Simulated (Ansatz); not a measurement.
C₇H₁₂FHfN, SMILES `C[C@@]12[C@H]3[C@H]4[C@H]5[C@@H]1[Hf]4532([CH3])([NH2])[F]` at its PBE0-D4/def2-TZVP geometry, where that method's forces vanish. Total charge 0; spin multiplicity 1. Hf: def2 effective core potential.

```xyz
22

C     1.9438   -0.8933   -1.1350
C     1.3409   -0.1466    0.0051
C     1.2826    1.2605    0.1528
C     0.7518    1.5627    1.4269
C     0.4607    0.3416    2.0703
C     0.8209   -0.7059    1.1936
Hf   -1.1319    0.5636    0.1368
C    -1.1499   -0.1845   -1.9729
N    -2.3767   -0.7176    1.1095
F    -2.0761    2.2300   -0.0540
H     1.5159   -1.8924   -1.2285
H     3.0215   -1.0066   -0.9839
H     1.7932   -0.3737   -2.0820
H     1.5948    1.9817   -0.5907
H     0.5727    2.5519    1.8233
H     0.0226    0.2295    3.0512
H     0.7153   -1.7636    1.3912
H    -0.5450    0.4357   -2.6451
H    -2.1844   -0.1360   -2.3379
H    -0.8176   -1.2200   -2.0889
H    -3.3788   -0.6834    0.9677
H    -2.1764   -1.4334    1.7903
```

Q: What forces (eV/Å) does PBE-D4/def2-TZVPP give on these atoms in Ansatz 0.2.0? (Best estimate.)

A: Ansatz gave: 
```
C1  -0.009  0.016  0.027
C2   0.125 -0.173 -0.265
C3   0.122  0.206 -0.162
C4   0.001  0.292  0.114
C5  -0.087 -0.062  0.297
C6   0.009 -0.290  0.100
Hf7  0.044  0.053 -0.019
C8   0.001  0.023  0.115
N9   0.169  0.113 -0.122
F10 -0.117  0.181 -0.036
H11 -0.076 -0.208 -0.031
H12  0.221 -0.032  0.014
H13 -0.018  0.096 -0.200
H14  0.062  0.151 -0.161
H15 -0.039  0.211  0.085
H16 -0.091 -0.024  0.212
H17 -0.022 -0.227  0.041
H18  0.119  0.114 -0.122
H19 -0.194  0.007 -0.064
H20  0.065 -0.195 -0.030
H21 -0.345  0.006 -0.034
H22  0.059 -0.259  0.242
```
